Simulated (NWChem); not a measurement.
# C2BrCl2F; SMILES BrC(F)=C(Cl)Cl

```xyz
6

F     -1.9675     0.0450     0.0000
C     -0.6547     0.1147     0.0000
Br     0.0179     1.8487     0.0000
C      0.0987    -0.9983     0.0000
Cl    -0.6540    -2.5398     0.0000
Cl     1.8079    -0.9681     0.0000
```
Atoms are numbered in this order, from 1.

All runs: NWChem. The geometry was optimised at PBE0/def2-SVP. Level: PBE/def2-SVP with COSMO at NWChem's default radii, gas-phase geometry; the question gives the dielectric constant.

Question: Estimate the computed values for dielectric constant 2.4. Quantities: electrostatic solvation energy (kcal/mol); dipole in solution (D).

Answer: 
- electrostatic solvation energy (kcal/mol) = -0.6
- dipole in solution (D) = 0.56
